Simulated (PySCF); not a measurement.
H3O3Y, SMILES [OH][Y]([OH])[OH].

Geometry: PBE0-D3(BJ)/def2-SVP. The def2 effective core potentials stand for the cores of Y; spin–orbit coupling is left out. Other conformers were not sampled.

These are TDDFT-LC-ωPBE/def2-SVPD run with PySCF values and carry that method's errors.

Vertical excitations; the highest root listed may be one member of a degenerate set. The molecule is in vacuum. State labels are in the subgroup C2v.

Computed excitation energies, oscillator strengths and character:
```json
[
 {"state": "S1", "symmetry": "B1", "energy (eV)": "6.21", "λ (nm)": "200", "f": "0.000", "main pairs": "HOMO→LUMO 85 %"},
 {"state": "S2", "symmetry": "B2", "energy (eV)": "6.44", "λ (nm)": "193", "f": "0.136", "main pairs": "HOMO−1→LUMO 85 %"},
 {"state": "S3", "symmetry": "A1", "energy (eV)": "6.60", "λ (nm)": "188", "f": "0.028", "main pairs": "HOMO−2→LUMO (degenerate set)"},
 {"state": "S4", "symmetry": "B1", "energy (eV)": "6.60", "λ (nm)": "188", "f": "0.028", "main pairs": "HOMO−3→LUMO (degenerate set)"},
 {"state": "S5", "symmetry": "B2", "energy (eV)": "6.68", "λ (nm)": "186", "f": "0.000", "main pairs": "HOMO−4→LUMO (degenerate set)"},
 {"state": "S6", "symmetry": "A2", "energy (eV)": "6.68", "λ (nm)": "186", "f": "0.000", "main pairs": "HOMO−5→LUMO (degenerate set)"},
 {"state": "S7", "symmetry": "B1", "energy (eV)": "7.87", "λ (nm)": "157", "f": "0.000", "main pairs": "HOMO→LUMO+4 52 %, HOMO−2→LUMO+3 15 %, HOMO−3→LUMO+2 15 %"},
 {"state": "T1", "symmetry": "B1", "energy (eV)": "6.15", "λ (nm)": "202", "f": "0", "main pairs": "HOMO→LUMO 85 %"},
 {"state": "T2", "symmetry": "B2", "energy (eV)": "6.21", "λ (nm)": "200", "f": "0", "main pairs": "HOMO−1→LUMO 84 %"},
 {"state": "T3", "symmetry": "A1", "energy (eV)": "6.48", "λ (nm)": "191", "f": "0", "main pairs": "HOMO−2→LUMO (degenerate set)"},
 {"state": "T4", "symmetry": "B1", "energy (eV)": "6.48", "λ (nm)": "191", "f": "0", "main pairs": "HOMO−3→LUMO (degenerate set)"}
]
```
Triplets are in the Tamm–Dancoff approximation, which puts them higher than full response would, so one can lie above its singlet here.
